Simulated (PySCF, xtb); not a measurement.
InH, SMILES [InH] (connectivity only; charge and spin as stated), neutral, multiplicity 1.

GFN2-xTB (xtb) at its own geometry gives an orbital gap of 3.87 eV and a dipole moment of 4.41 D.

Geometry optimised at PBE0-D3(BJ)/def2-TZVPD. The def2 effective core potentials stand for the cores of In; spin–orbit coupling is left out.

What does CAM-B3LYP/def2-TZVPD run with PySCF give? (The exact figures need the calculation; the answer reports its results.)

gap 5.97 eV (levels -6.93 and -0.96 eV), dipole 0.92 D.
